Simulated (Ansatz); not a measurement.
`[CH3][InH-]([CH3])[AsH3+]`. Total charge 0; spin multiplicity 1. In takes the def2 core potential. All single points use the PBE0-D4/def2-TZVP geometry.

```xyz
14

C     0.206   -0.778   -2.061
In    0.978   -0.395   -0.070
C     0.175   -1.508    1.611
As   -0.704    2.010    0.393
H     0.387    0.068   -2.727
H     0.709   -1.651   -2.486
H    -0.865   -0.987   -2.036
H     2.472    0.477    0.116
H     0.340   -0.981    2.552
H     0.675   -2.478    1.679
H    -0.894   -1.690    1.489
H    -0.107    3.358    0.728
H    -1.739    2.031    1.496
H    -1.632    2.524   -0.686
```

Problem. What is the dipole moment at PBE/def2-TZVPP? (Best estimate.)

Solution. Computed: 2.72 D, with components (-1.90, 1.91, 0.36) D in this frame, pointing from negative to positive charge.

Problem. And with r2SCAN, B3LYP, ωB97M-V? (Best estimate.)

Solution. Ansatz gave: r2SCAN 2.83 D, B3LYP 2.70 D, ωB97M-V 2.75 D.

Problem. Give the Mulliken charges with PBE, B3LYP, ωB97M-V in def2-TZVPP. (Best estimate.)

Solution. Computed: 
```tsv
atom	PBE	B3LYP	ωB97M-V
C1	-0.61	-0.62	-0.65
In2	0.70	0.76	0.60
C3	-0.61	-0.62	-0.65
As4	0.06	0.07	-0.01
H5	0.10	0.10	0.12
H6	0.10	0.10	0.12
H7	0.10	0.10	0.12
H8	-0.18	-0.20	-0.14
H9	0.10	0.10	0.12
H10	0.10	0.10	0.12
H11	0.10	0.10	0.12
H12	0.02	0.01	0.04
H13	0.01	0.01	0.04
H14	0.01	0.01	0.04
```

B3LYP here is the variant with VWN-RPA as its local correlation; programs differ in this.
